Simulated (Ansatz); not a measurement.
Ansatz (a program for electronic structure) job for C3H2BrF, SMILES FC=C=CBr, PBE-D3(BJ)/def2-SVP. 

Ansatz 0.2 input:
```yaml
crystal:
  periodic: [false, false, false]
  atoms:
    - {symbol: F, position_ang: [-3.15454658, 0.35172385, -0.93209595]}
    - {symbol: C, position_ang: [-2.40353073, -0.44263502, -0.16352157]}
    - {symbol: C, position_ang: [-1.11314932, -0.59537263, -0.33663020]}
    - {symbol: C, position_ang: [0.17303876, -0.77530877, -0.46784010]}
    - {symbol: Br, position_ang: [1.45191223, 0.29203759, 0.41941298]}
    - {symbol: H, position_ang: [-2.97630241, -0.95445625, 0.61773411]}
    - {symbol: H, position_ang: [0.61214144, -1.55247582, -1.10037392]}
basis:
  gaussian:
    orbitals: def2-SVP
hamiltonian:
  xc: pbe
  dispersion: d3bj
relax: {f_tol: 0.002, max_steps: 200}
```

Output:

```
WARN ansatz: RAYON_NUM_THREADS=1 ignored (pool sized by the plan → 1); use --threads N
Functional definition: PBE
integrals: 0.04 GiB planned
1083 factors; their error is unknown
mean field: 0.23 GiB planned
mean field evaluation 1: about -75866.3679 eV, gradient 5.6e1 eV
mean field evaluation 2: about -75850.6199 eV, gradient 9.0e1 eV
mean field evaluation 4: about -75874.2317 eV, gradient 1.4e1 eV
mean field evaluation 8: about -75874.6892 eV, gradient 1.2e-1 eV
mean field evaluation 16: about -75874.5991 eV, gradient 4.1e-4 eV
mean field -75874.59910721 eV, -2788.3400875395 hartree, gradient 2.6e-5 eV, S^2 0.000000; 0 other end points of the search recorded, 0 dependent functions left out
the calculation of the forces begins
reference -75874.59913504 eV, -2788.3400885623 hartree; 32, 32 occupied and 66, 66 virtual orbitals, 1083 factors
relax step   1: F+E_penalty+E_count = -75874.73992089 eV  Δ(F+E_penalty+E_count) = +0.000e0 eV  max|allowed force component| = 3.673e-1 eV/Å  Δτ_max = 0.0000 Å  (28 SCF iters, accepted)
these checks for a lower state are left out or cut short: starts, cluster_reference, orbital_swaps, neighbouring_geometries, increment
integrals: 0.04 GiB planned
1083 factors; their error is unknown
mean field: 0.23 GiB planned
mean field -75874.61506975 eV, -2788.3406741520 hartree, gradient 1.2e-5 eV, S^2 0.000000; 0 other end points of the search recorded, 0 dependent functions left out
the calculation of the forces begins
reference -75874.61509767 eV, -2788.3406751781 hartree; 32, 32 occupied and 66, 66 virtual orbitals, 1083 factors
relax step   2: F+E_penalty+E_count = -75874.75502262 eV  Δ(F+E_penalty+E_count) = -1.510e-2 eV  max|allowed force component| = 1.651e-1 eV/Å  Δτ_max = 0.0263 Å  (31 SCF iters, accepted)
these checks for a lower state are left out or cut short: starts, cluster_reference, orbital_swaps, neighbouring_geometries, increment
integrals: 0.04 GiB planned
1083 factors; their error is unknown
mean field: 0.23 GiB planned
mean field evaluation 32: about -75874.5871 eV, gradient 1.4e-5 eV
mean field -75874.58707522 eV, -2788.3396453720 hartree, gradient 1.4e-5 eV, S^2 0.000000; 0 other end points of the search recorded, 0 dependent functions left out
the calculation of the forces begins
reference -75874.58710330 eV, -2788.3396464041 hartree; 32, 32 occupied and 66, 66 virtual orbitals, 1083 factors
relax step   3: F+E_penalty+E_count = -75874.72648867 eV  Δ(F+E_penalty+E_count) = +2.853e-2 eV  max|allowed force component| = 6.176e-1 eV/Å  Δτ_max = 0.0610 Å  (29 SCF iters, rejected (line search))
these checks for a lower state are left out or cut short: starts, cluster_reference, orbital_swaps, neighbouring_geometries, increment
integrals: 0.04 GiB planned
1083 factors; their error is unknown
mean field: 0.23 GiB planned
mean field -75874.61490014 eV, -2788.3406679191 hartree, gradient 1.3e-5 eV, S^2 0.000000; 0 other end points of the search recorded, 0 dependent functions left out
the calculation of the forces begins
reference -75874.61492813 eV, -2788.3406689478 hartree; 32, 32 occupied and 66, 66 virtual orbitals, 1083 factors
relax step   4: F+E_penalty+E_count = -75874.75454733 eV  Δ(F+E_penalty+E_count) = +4.753e-4 eV  max|allowed force component| = 8.040e-2 eV/Å  Δτ_max = 0.0305 Å  (30 SCF iters, rejected (line search))
these checks for a lower state are left out or cut short: starts, cluster_reference, orbital_swaps, neighbouring_geometries, increment
integrals: 0.04 GiB planned
1083 factors; their error is unknown
mean field: 0.23 GiB planned
mean field -75874.61668760 eV, -2788.3407336071 hartree, gradient 1.3e-5 eV, S^2 0.000000; 0 other end points of the search recorded, 0 dependent functions left out
the calculation of the forces begins
reference -75874.61671558 eV, -2788.3407346352 hartree; 32, 32 occupied and 66, 66 virtual orbitals, 1083 factors
relax step   5: F+E_penalty+E_count = -75874.75626675 eV  Δ(F+E_penalty+E_count) = -1.244e-3 eV  max|allowed force component| = 6.465e-2 eV/Å  Δτ_max = 0.0140 Å  (31 SCF iters, accepted)
these checks for a lower state are left out or cut short: starts, cluster_reference, orbital_swaps, neighbouring_geometries, increment
integrals: 0.04 GiB planned
1083 factors; their error is unknown
mean field: 0.23 GiB planned
mean field -75874.61733741 eV, -2788.3407574870 hartree, gradient 1.3e-5 eV, S^2 0.000000; 0 other end points of the search recorded, 0 dependent functions left out
the calculation of the forces begins
reference -75874.61736537 eV, -2788.3407585146 hartree; 32, 32 occupied and 66, 66 virtual orbitals, 1083 factors
relax step   6: F+E_penalty+E_count = -75874.75699881 eV  Δ(F+E_penalty+E_count) = -7.321e-4 eV  max|allowed force component| = 1.096e-2 eV/Å  Δτ_max = 0.0090 Å  (31 SCF iters, accepted)
these checks for a lower state are left out or cut short: starts, cluster_reference, orbital_swaps, neighbouring_geometries, increment
integrals: 0.04 GiB planned
1083 factors; their error is unknown
mean field: 0.23 GiB planned
mean field -75874.61733958 eV, -2788.3407575668 hartree, gradient 1.9e-5 eV, S^2 0.000000; 0 other end points of the search recorded, 0 dependent functions left out
the calculation of the forces begins
reference -75874.61736754 eV, -2788.3407585944 hartree; 32, 32 occupied and 66, 66 virtual orbitals, 1083 factors
relax step   7: F+E_penalty+E_count = -75874.75701319 eV  Δ(F+E_penalty+E_count) = -1.438e-5 eV  max|allowed force component| = 4.599e-3 eV/Å  Δτ_max = 0.0026 Å  (24 SCF iters, accepted)
these checks for a lower state are left out or cut short: starts, cluster_reference, orbital_swaps, neighbouring_geometries, increment
integrals: 0.04 GiB planned
1083 factors; their error is unknown
mean field: 0.23 GiB planned
mean field evaluation 64: about -75874.6173 eV, gradient 1.7e-4 eV
mean field -75874.61734495 eV, -2788.3407577642 hartree, gradient 1.0e-5 eV, S^2 0.000000; 0 other end points of the search recorded, 0 dependent functions left out
the calculation of the forces begins
reference -75874.61737291 eV, -2788.3407587916 hartree; 32, 32 occupied and 66, 66 virtual orbitals, 1083 factors
relax step   8: F+E_penalty+E_count = -75874.75701957 eV  Δ(F+E_penalty+E_count) = -6.376e-6 eV  max|allowed force component| = 3.769e-3 eV/Å  Δτ_max = 0.0016 Å  (23 SCF iters, accepted)
these checks for a lower state are left out or cut short: starts, cluster_reference, orbital_swaps, neighbouring_geometries, increment
integrals: 0.04 GiB planned
1083 factors; their error is unknown
mean field: 0.23 GiB planned
mean field -75874.61734345 eV, -2788.3407577090 hartree, gradient 9.2e-6 eV, S^2 0.000000; 0 other end points of the search recorded, 0 dependent functions left out
the calculation of the forces begins
reference -75874.61737141 eV, -2788.3407587365 hartree; 32, 32 occupied and 66, 66 virtual orbitals, 1083 factors
relax step   9: F+E_penalty+E_count = -75874.75701921 eV  Δ(F+E_penalty+E_count) = +3.555e-7 eV  max|allowed force component| = 1.197e-3 eV/Å  Δτ_max = 0.0012 Å  (23 SCF iters, rejected (line search))
these checks for a lower state are left out or cut short: starts, cluster_reference, orbital_swaps, neighbouring_geometries, increment
integrals: 0.04 GiB planned
1083 factors; their error is unknown
mean field: 0.23 GiB planned
mean field -75874.61734471 eV, -2788.3407577554 hartree, gradient 6.5e-5 eV, S^2 0.000000; 0 other end points of the search recorded, 0 dependent functions left out
the calculation of the forces begins
reference -75874.61737267 eV, -2788.3407587828 hartree; 32, 32 occupied and 66, 66 virtual orbitals, 1083 factors
relax step  10: F+E_penalty+E_count = -75874.75702040 eV  Δ(F+E_penalty+E_count) = -8.342e-7 eV  max|allowed force component| = 2.913e-4 eV/Å  Δτ_max = 0.0005 Å  (19 SCF iters, accepted)
integrals: 0.04 GiB planned
1083 factors; their error is unknown
mean field: 0.23 GiB planned
mean field evaluation 96: about -75874.6173 eV, gradient 2.7e-5 eV
mean field -75874.61734471 eV, -2788.3407577554 hartree, gradient 6.5e-5 eV, S^2 0.000000; 1 other end points of the search recorded, 0 dependent functions left out
the calculation of the forces begins
reference -75874.61737267 eV, -2788.3407587828 hartree; 32, 32 occupied and 66, 66 virtual orbitals, 1083 factors
Total energy: -75874.75704836 eV, -2788.3458917698 hartree
Atom 0 at    -3.182113     0.354893    -0.933635 Å, force     0.000095     0.000222     0.000005 eV/Å
Atom 1 at    -2.416141    -0.440245    -0.165186 Å, force    -0.000291    -0.000232    -0.000186 eV/Å
Atom 2 at    -1.116661    -0.592968    -0.341864 Å, force     0.000122    -0.000003     0.000019 eV/Å
Atom 3 at     0.175820    -0.777071    -0.469052 Å, force    -0.000023     0.000042    -0.000151 eV/Å
Atom 4 at     1.487189     0.292198     0.423369 Å, force     0.000074     0.000053     0.000006 eV/Å
Atom 5 at    -2.993558    -0.957232     0.622216 Å, force     0.000112    -0.000075     0.000129 eV/Å
Atom 6 at     0.635027    -1.556061    -1.099163 Å, force    -0.000089    -0.000008     0.000179 eV/Å
Dipole moment:    -0.054453    -0.263460     0.057840 e Å
```

Self-consistency was reached.

Cost: roughly 20 core-seconds.
